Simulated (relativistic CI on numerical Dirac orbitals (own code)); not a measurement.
## How well does a small relativistic CI reproduce Er III?

Method of calculation: Dirac-Coulomb-Breit CI, orbitals from a KLI potential per configuration, QED by a radiative potential, valence Slater integrals scaled by 0.85, P86 correlation estimate, and configurations built on the next ion tied to the tabulated ionisation energy (semi-empirical) (own radial code, finite nucleus).

CI space (outside the closed core [Kr] 4d10 5s2): 4f12.5p6, 4f11.5p6.5d, 4f11.5p6.6s, 4f11.5p6.6p, 4f11.5p6.6d, 4f11.5p6.7s, 4f11.5p6.5f, 4f11.5p6.6f, 4f10.5p6.5d.6s, 4f10.5p6.6s2, 4f12.5p5.5d, 4f11.5p6.7p, 4f10.5p6.6s.6p, 4f11.5p6.7d, 4f11.5p6.5g, 4f11.5p6.7f, 4f12.5p5.5f, 4f14.5p4, 4f12.5p5.6s, 4f13.5p5. Levels of other configurations are missing.

```csv
Configuration,Term (tabulated),J,Measured (cm⁻¹),Computed,Error,Purity (%)
4f12.5p6,3H,6,0.0,0,0,98
4f12.5p6,3H,5,6969.8,6639,-330,99
4f12.5p6,3H,4,10785.5,10518,-268,57
4f12.5p6,3F,3,12472.5,12861,388,99
4f12.5p6,3F,2,13219.8,13861,641,82
4f12.5p6,1G,4,18383.6,17335,-1049,57
4f11.5p6.6p,"(15/2,3/2)",9,61032.5,61705,673,47
```

Measured levels from Martin, Zalubas and Hagan, Atomic Energy Levels: The Rare-Earth Elements, NSRDS-NBS 60 (1978); measured levels as listed in Deprince et al., Eur. Phys. J. D 78, 105 (2024); pairs were made by configuration, J and term (by order where the table uses no LS term), so strongly mixed levels may be paired wrongly.

Mean error by configuration (cm⁻¹): 4f12.5p6 -124; 4f11.5p6.6p 673. Over the excited levels the mean absolute error is 558 cm⁻¹ (6 of the 31 excited levels that our extract of the source holds in range could be paired, and the others can miss by more), and the median relative error of those above 1,000 cm⁻¹ is 3.9 %. Some levels of the ground configuration have no partner.
